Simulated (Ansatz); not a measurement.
Isomers of C$_{3}$H$_{10}$OSi, relaxed with PBE0-D4/def2-TZVP in Ansatz; electronic energies, one conformer each and not always the lowest. Functionals use def2-TZVPP; CBS adds triple-zeta CCSD(T) − MP2 to the MP2 limit of def2-TZVPP and def2-QZVPP.

Order them by energy at frozen-core CCSD(T)/CBS, lowest first. (Best estimate.)
A. `CC(C)O[SiH3]`
B. `C[Si](C)(C)O`
C. `CO[SiH](C)C`
D. `CCO[SiH2]C`
E. `CC(C)(O)[SiH3]`

B (0.0 kcal/mol), C (24.7 kcal/mol), D (32.8 kcal/mol), A (41.0 kcal/mol), E (67.5 kcal/mol).

How do PBE-D4, r2SCAN-D4, MP2/CBS(def2), HF/CBS(def2) place them (kcal/mol, against `C[Si](C)(C)O`)? (Estimate.)

Ansatz gave: 
```tsv
isomer	PBE-D4	r2SCAN-D4	MP2/CBS(def2)	HF/CBS(def2)
`CO[SiH](C)C`	23.8	24.5	26.2	20.1
`CC(C)(O)[SiH3]`	64.7	68.9	70.1	68.1
`CCO[SiH2]C`	32.2	33.3	34.8	26.3
`CC(C)O[SiH3]`	41.2	42.5	43.2	35.0
```
